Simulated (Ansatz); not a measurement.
Basis-set extrapolation for C2H10OSi2 (`O[SiH2]CC[SiH3]`) (PBE0-D4/def2-TZVP geometry, frozen core, Ansatz). Multiplicity 1, RHF reference.

```csv
,def2-TZVPP,def2-QZVPP
HF,-734.421036,-734.446932
MP2 correlation,-0.851034,-0.911565
CCSD(T) correlation,-0.946423,not run
```

Energies in hartree. Use E(X) = E(∞) + A·exp(−7.88·√X) for Hartree–Fock and E(X) = E(∞) + B·X^(−2.97) for correlation, with X = 3 and 4, and add CCSD(T) minus MP2 of the smaller set to the MP2 limit.

**Question.** What is the CCSD(T) energy at the basis-set limit?

**Answer.** HF limit: -734.446932 + (-0.025896) × 0.13774 = -734.45050. MP2 limit: -0.911565 + (-0.060531) × 0.74074 = -0.95640. Higher-order term: -0.946423 − (-0.851034) = -0.09539. Total: -735.50229 hartree, 3.67 eV below CCSD(T)/def2-TZVPP.
